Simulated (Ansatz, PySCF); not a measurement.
Series GeXY, Y = hydroxy, computed as singlets and as triplets. Gas-phase values, no solvent. One relaxed conformer stands for each flexible species; it need not be the lowest. Strings in code marks are SMILES.

Quantity: adiabatic spin-state energy, in kcal/mol.

Level 1: B3LYP/cc-pVTZ // B3LYP-D3(BJ)/def2-TZVP (Ansatz, a program for electronic structure)
Level 2: PBE-D3(BJ)/def2-TZVP // B3LYP-D3(BJ)/def2-TZVP (PySCF)
Level 3: B3LYP/3-21G // B3LYP-D3(BJ)/def2-TZVP (PySCF)
Level 4: BP86/6-31G* // B3LYP-D3(BJ)/def2-TZVP (PySCF)

| species | level 1 | level 2 | level 3 | level 4 |
|---|---|---|---|---|
| `[OH][Ge][SiH3]`: multiplicity 3 minus multiplicity 1 | 32.0 | 30.0 | 34.6 | 31.9 |
| `N#[C][Ge][OH]`: multiplicity 3 minus multiplicity 1 | 56.8 | 52.9 | 54.1 | 53.5 |
| `[BH2][Ge][OH]`: multiplicity 3 minus multiplicity 1 | 12.1 | 7.75 | 10.7 | 9.82 |
| `O=[CH][Ge][OH]`: multiplicity 3 minus multiplicity 1 | 26.9 | 21.9 | 31.2 | 25.2 |
| `C=[CH][Ge][OH]`: multiplicity 3 minus multiplicity 1 | 46.3 | 42.5 | 46.5 | 44.1 |
